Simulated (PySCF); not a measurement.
# State search for SrB

Unrestricted PBE0; basis Sr def2-SVP with ECP28, B def2-SVP; scalar-relativistic core potentials; PySCF 2.14. Outer shells of the fragments: Sr 5s2; B 2s2 2p1.

Followed along the bond (rough minima from three points):

| 2Ms+1 | unpaired | ⟨S²⟩ at the start | R at minimum (Å) | Te (eV) |
| --- | --- | --- | --- | --- |
| 4 | σ ↑, π ↑↑ | 3.76 | 2.47 | 0.00 |
| 2 | π ↑ | 1.54 | 2.78 | 0.01 |
| 4 | σ ↑↑, π ↑ | 3.75 | 2.69 | 0.23 |
| 2 | σ ↓, π ↑↑ | 1.76 | 2.48 | 0.26 |
| 2 | σ ↑, π ↑↓ | 1.77 | 2.48 | 0.37 |

Solutions found at the starting distance of 2.525 Å, counted from the lowest of them; the search is not exhaustive and high or unbound solutions are not listed, so other states can lie among these:

```tsv
2Ms+1	unpaired	term	E (eV)	⟨S²⟩	⟨Lz²⟩	μ (D)
4	σ ↑, π ↑↑	⁴Σ⁻	0.00	3.76	0.00	-5.42
2	π ↑	mixed	0.15	1.54	1.01	-3.06
2	σ ↓, π ↑↑	mixed	0.26	1.76	0.00	-3.99
4	σ ↑↑, π ↑	⁴Π	0.29	3.75	1.01	-3.77
2	σ ↑, π ↑↓	mixed	0.36	1.77	2.01	-4.75
2	σ ↑	mixed	1.12	0.76	2.00	-5.28
```

A term symbol is given only where ⟨S²⟩ and ⟨Lz²⟩ are close to those of a pure state; real π, δ and φ orbitals otherwise mix terms. A positive dipole means Sr(−)B(+).

Problem. Compare the gap between the two lowest followed solutions at the starting distance with the gap between their minima.

Solution. At PBE0 the second solution (Ms = 0.5 of mixed spin, unpaired electrons π ↑) lies +0.15 eV from the first (quartet, unpaired electrons σ ↑, π ↑↑) at 2.525 Å and +0.01 eV at the minima; the two curves relax by different amounts, since their minima lie near 2.78 and 2.47 Å. A gap this small is a tie at this level.

Spin–orbit coupling is left out.
